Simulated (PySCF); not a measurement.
**C₅H₁₁NO: full NMR table**

```
Formula                               : C5H11NO
SMILES                                : CC(=O)NC(C)C
InChI                                 : InChI=1S/C5H11NO/c1-4(2)6-5(3)7/h4H,1-3H3,(H,6,7)
Point group of the computed structure : C1
Degrees of unsaturation               : 1
Carbon signals                        : 4
Proton signals                        : 4
```

Mapped SMILES: `[CH3:1][C:2](=[O:3])[NH:4][CH:5]([CH3:6])[CH3:7]`. Each H is labelled by its parent atom.

Gas phase, non-relativistic, one averaged value for each set of equivalent atoms, a single conformation. PBE0/pcSseg-1 with gauge-including orbitals; geometry: GFN2-xTB; PySCF.

Referencing at the same level of theory: ¹H (σref 31.72) and ¹³C (σref 186.93) vs TMS; ¹⁵N (σref 267.73) against NH3; ¹⁷O (σref 336.08) vs H2O.

| carbon | δC, type | δH (multiplicity) | HMBC from (2–3 bonds) | span of the C tensor (ppm) |
| --- | --- | --- | --- | --- |
| C1 | 24.6, CH3 | 1.85 (s) | – | 61 |
| C2 | 167.2, C | – | H(C5), H(C1) | 168 |
| C5 | 41.3, CH | 4.53 (m) | H(C6)/H(C7) | 46 |
| C6/C7 | 25.9, CH3 | 1.07 (d) | H(C5), H(C6)/H(C7) | 44 |

Other nuclei:
```csv
atoms,nucleus,environment,δ (ppm),σ (ppm)
H(N4),¹H,hydrogen on an amide-type nitrogen,4.09,27.63
N4,¹⁵N,amide-type nitrogen,153.0,114.7
O3,¹⁷O,amide-type carbonyl oxygen,418.0,-81.9
```

1. Carbon types of the structure: 1 × C, 1 × CH, 3 × CH3, leaving 1 H on heteroatoms.
2. δC 167.2: amide carbonyl carbon; it is a carbonyl in resonance with an O or N lone pair, the region of acids, esters and amides.
3. δC 41.3: sp3 CH bonded to N; deshielded by the electronegative neighbour.
4. δC 24.6: methyl carbon α to a carbonyl; the adjacent C=O deshields it moderately.
5. δH 4.09: hydrogen on an amide-type nitrogen; labile proton, position sensitive to the medium.
6. δH 1.85: hydrogen on a methyl carbon α to a carbonyl; α to C=O.

OH/NH shifts are gas-phase values; hydrogen bonding in solution moves them, usually downfield. Amide-type NH protons are broadened by 14N but still split neighbouring CH signals. Shifts are as computed. Against solution values, carbons near 30 ppm lie about +3 ppm off and those near 130 ppm about +5 ppm. Of 1211 compounds with measured shifts, 218 miss one by over three times the rms of a fit or turn the order of signals round; such compounds aren't used in these exercises. Hydrogen bonding in solution shields acid and N–H amide carbonyl oxygens by tens of ppm. The C=O carbon of an acid or of an amide with N–H lies up to 10 ppm further downfield in solution, through hydrogen bonding that the calculation lacks. Unscaled 17O shifts of doubly bonded oxygen tend to come out too high, by tens of ppm or more. Experimental scales use liquid or dissolved standards, which lie at an offset from isolated NH3 (liquid NH3: subtract about 20 ppm) and H2O (liquid H2O: subtract about 36 ppm). Unscaled 15N shifts of sp2 nitrogen come out 20 to 40 ppm too high even then. No couplings were computed; multiplicities are counted from neighbouring protons, with m where these are inequivalent, close in shift, in a saturated or five-membered ring or joined by F or P, and br s for small geminal =CH2 splittings.
